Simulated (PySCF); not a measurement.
Input for PySCF: R-B3LYP/3-21G on C2H5FSn (SMILES C=[CH][SnH2][F]).

```python
from pyscf import gto, scf, dft, mp
from pyscf.data.elements import chemcore

mol = gto.M(
    atom='''
    C    -0.48372330   -1.15553708    1.12696686
    C    -0.52393305   -0.68810563   -0.11615142
    Sn    0.43568215    1.12964351   -0.66129814
    F     1.83813755    0.63670597   -1.91651023
    H    -0.97516493   -2.08274596    1.40652028
    H     0.04224611   -0.64350960    1.92626099
    H    -1.05996839   -1.24120725   -0.88055424
    H     1.25073669    1.82236725    0.67202477
    H    -0.52401282    2.22238880   -1.55725886
    ''',
    basis='3-21g',
    charge=0, spin=0, verbose=3, max_memory=1800)
mf = dft.RKS(mol, xc='b3lyp')
mf.conv_tol = 1e-8
mf.max_cycle = 100
mf.kernel()
if not mf.converged:
    mf = mf.newton().run(mf.mo_coeff, mf.mo_occ)
```

Problem. What total energy does the run end on?

Solution. -6176.9179 hartree.
